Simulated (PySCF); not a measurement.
**How methods differ on the excitation energy of In⁺**

In⁺ [Kr] 4d10 5s2 (1S) → In⁺ [Kr] 4d10 5s1 5p1 (3P), as a difference of total energies. Computed with PySCF 2.14 in x2c-TZVPPall (8s6p4d2f, 60 functions), with scalar relativity by spin-free X2C-1e. Correlated levels: valence and next inner shell: [Ar] 3d10 frozen. The calculations carry no spin-orbit coupling.

```json
{"method": "UHF", "excitation energy (eV)": "4.135"}
{"method": "MP2 (valence and next inner shell)", "excitation energy (eV)": "5.559"}
{"method": "SCS-MP2 (valence and next inner shell)", "excitation energy (eV)": "5.612"}
{"method": "CCSD (valence and next inner shell)", "excitation energy (eV)": "5.433"}
{"method": "CCSD(T) (valence and next inner shell)", "excitation energy (eV)": "5.510"}
```

Problem. How much does correlation contribute at CCSD(T) (valence and next inner shell)?

Solution. 5.510 − (4.135) = 1.375 eV, measured against UHF.

Errors of the correlated levels include the incompleteness of this basis and the frozen core.

The basis was made for the ground configuration and has no added diffuse functions, so the excitation energy can come out too high.

For comparison: 5.531 eV (measured; NIST levels, between the centres of gravity of the two terms).
